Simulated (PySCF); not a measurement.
PySCF input for hydrogen chloride (HCl), SMILES Cl, PBE/pcSseg-2. Coordinates come from a B3LYP-D3(BJ)/def2-TZVP optimisation.

```python
import numpy as np
from pyscf import gto, scf, dft
from pyscf.prop.nmr import rks as nmr

mol = gto.M(
    atom='''
    Cl    0.00000000    0.00000000   -0.07122211
    H     0.00000000    0.00000000    1.21077586
    ''',
    basis='pcSseg-2',
    charge=0,
    spin=0,
    max_memory=1600,
    verbose=3,
)
mf = dft.RKS(mol, xc='pbe')
mf.grids.level = 3
mf.conv_tol = 1e-10
mf.max_cycle = 100
mf.kernel()
n = nmr.NMR(mf)
n.verbose = 2
n.max_cycle_cphf = 60
sigma = n.kernel()
print('atom   isotropic/ppm   span/ppm')
for i, s in enumerate(sigma):
    w = np.linalg.eigvalsh((s + s.T) / 2)
    print(f'{mol.atom_symbol(i):2s}{i + 1:3d} {w.mean():14.3f} {w[2] - w[0]:11.3f}')
```

It prints:

```
converged SCF energy = -460.638419890407
atom   isotropic/ppm   span/ppm
Cl  1        936.540     318.302
H   2         30.973      21.101
```

The calculation finished and met its thresholds.
